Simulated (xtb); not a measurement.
xtb input:

```bash
xtb mol.xyz --gfn 2 --sp --chrg 0 --uhf 0
```
mol.xyz:
```
17

C      2.99070287     0.44918301    -0.04544697
C      1.78581832     0.45464715    -0.59844515
C      0.72073489    -0.57125278    -0.33499246
N     -0.50715313     0.02595399     0.17917494
C     -0.38888164     0.57173799     1.52194387
Si    -2.04441567    -0.41951894    -0.45525248
H      3.72772305     1.20837208    -0.27399783
H      3.28536009    -0.32411226     0.65568196
H      1.50506389     1.24685614    -1.28691285
H      0.48658107    -1.08482763    -1.27246456
H      1.11096698    -1.33287904     0.35578551
H      0.41148395     1.31442323     1.56985858
H     -0.16852922    -0.20438354     2.26863828
H     -1.31883972     1.06309466     1.81029178
H     -2.59797266    -1.70018992     0.07395920
H     -3.01386725     0.64882298    -0.11716589
H     -1.90632532    -0.56948163    -1.92271962
```

Q: Which total energy does the run end on?

A: -18.81104 Eh (GFN2-xTB).
